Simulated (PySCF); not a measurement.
A structure optimised at PBE-D3(BJ)/def2-SVP, used in a PySCF frequency run:

```xyz
12

B      0.4424    -0.3219     0.0000
C      1.4809    -1.5095     0.0000
H      2.5226    -1.1328     0.0000
H      1.3465    -2.1610    -0.8891
H      1.3465    -2.1610     0.8891
O      0.9092     0.9605     0.0000
C      0.0563     2.0945     0.0000
H     -0.5958     2.1107     0.9007
H      0.6876     3.0043     0.0000
H     -0.5958     2.1107    -0.9007
S     -1.3817    -0.5881     0.0000
H     -1.3138    -1.9464     0.0000
```

Task: Write its SMILES, formula and point group.

Result: COB(C)S, C₂H₇BOS, Cs

Task: What are its rotational constants (standard atomic weights)?

Result: 4.3037, 3.4978, 1.9784 GHz
